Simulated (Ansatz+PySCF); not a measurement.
# singlet B₃N₃H₆: levels of theory in one basis

```xyz
12

B     1.4280   -0.0304    0.0355
N     0.6698    1.2481   -0.0224
B    -0.7329    1.2092    0.0238
N    -1.4290    0.0111   -0.0439
B    -0.6942   -1.2508   -0.0409
N     0.6956   -1.2010   -0.0459
H     2.6644    0.0147   -0.0470
H     1.2501    2.0933   -0.0292
H    -1.3424    2.2632    0.0307
H    -2.4393   -0.0144    0.0434
H    -1.3586   -2.3112   -0.0377
H     1.1726   -2.1150   -0.0271
```

Basis set: def2-SVP (spherical functions). Correlated methods keep 6 orbitals frozen. Charge 0, multiplicity 1.

Computed with Ansatz (development build ahead of 0.2.0); each method stands on the lowest determinant of its kind that the runs found. NEVPT2 correlates all electrons. Active spaces start from the frontier orbitals, and the lowest solution found is given.

```
        method  E − E(RHF) (eV)  <S²> of the determinant
           RHF             0.00                     0.00
   CASSCF(6,6)            -1.51                        –
SC-NEVPT2(6,6)           -20.12                        –
```

(1) What does RHF-MP2 give on the same scale?

(2) Is a single determinant a sound starting point here?

Answers

(1) -20.07 eV.

(2) By this sign, yes. Unrestricted orbitals gain 0.00 eV and <S²> is 0.00 against 0.00 for a pure state. The CASSCF(6,6) natural occupations are 1.98, 1.98, 1.98, 0.02, 0.02, 0.02.
